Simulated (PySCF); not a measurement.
GeCl2, SMILES [Cl][Ge][Cl] (connectivity only; charge and spin as stated), neutral, multiplicity 1.

Geometry optimised at PBE0-D3(BJ)/def2-TZVP. The isomer is the one that the SMILES or the coordinates give; other isomers of the formula were not compared.

Two levels are set side by side: TDA-PBE/def2-SVPD (PySCF) and ADC(2)/aug-cc-pVDZ (PySCF). Vertical, same geometry; the bases differ. Differences are taken from unrounded values.

```
quantity                        ADC(2)
------------------------------  ------
lowest singlet excitation (eV)    3.99
```

Question: What does TDA-PBE give, and how far is it from ADC(2)? (Estimate from the structure and the level; the computed values follow.)

Answer: 
```
quantity                        TDA-PBE  TDA-PBE minus ADC(2)
------------------------------  -------  --------------------
lowest singlet excitation (eV)     3.82                 -0.17
```

Functionals without exact exchange tend to place singlet excitations lower, as here. Differences between two approximate levels are no errors against the true value.

Rough cost on one machine, each run with all the roots and properties that it gave: ADC(2) against TDA-PBE about 30 times.
